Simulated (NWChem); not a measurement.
System: MgH2Se; SMILES [MgH][SeH]

Input file for NWChem:

```
start job
memory heap 200 mb stack 900 mb global 1100 mb
geometry units angstroms noautoz
  Mg     0.125659    -1.618347    -0.001842
  H      0.177771    -3.319836    -0.004396
  Se     0.085723     0.837311     0.001456
  H     -1.401190     0.775620    -0.001743
end
basis spherical
  * library def2-svp
end
dft
  xc pbe0
  iterations 150
  mulliken
end
task dft energy
```

Coordinates come from a PBE-D3(BJ)/def2-SVP optimisation.

### Question
What results follow from this input? (PBE0/def2-SVP.) Quantities: basis functions; energy (Ha); highest occupied level (eV); orbital gap (eV); dipole (D).

### Answer
| Property | Result |
|---|---|
| number of basis functions | 60 |
| energy (Ha) | -2602.10 |
| highest occupied level (eV) | -6.66 |
| orbital gap (eV) | 5.82 |
| dipole (D) | 1.06 |
